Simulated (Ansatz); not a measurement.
A series at Ga: from `[SH][Ga]([SH])[SH]`, ligands are replaced one by one, each step taking up H₂O and setting free H₂S; n counts the steps. Ansatz, PBE0-D4/def2-TZVP geometries. Each molecule was computed in one conformer, which needn't be the lowest.

| n | molecule | HOMO energy, ωB97M-V/def2-TZVPP (eV) |
| --- | --- | --- |
| 0 | `[SH][Ga]([SH])[SH]` | -9.84 |
| 1 | `[OH][Ga]([SH])[SH]` | -9.83 |
| 2 | `[OH][Ga]([OH])[SH]` | -10.09 |
| 3 | `[OH][Ga]([OH])[OH]` | ? |

**Question.** By hand: fit a straight line y = ȳ + b (n − n̄) to the 3 given rows and predict n = 3.

**Answer.** n̄ = 1.000, ȳ = -9.920; Σ(n − n̄)(y − ȳ) = -0.250, Σ(n − n̄)² = 2.000, so b = -0.125 eV a step. Prediction: -9.920 + (-0.125) × (2.000) = -10.17 eV.

**Question.** By hand: compare with the computed value, -11.45 eV, and give the steps along the whole series.

**Answer.** The line misses by -1.28 eV (computed minus predicted). Steps: 0.01, -0.26, -1.36 eV.

The steps change sign along the series, so a line is a poor guide. The highest orbital can change its character along such a series. The miss is 79.0 % of the series' range.
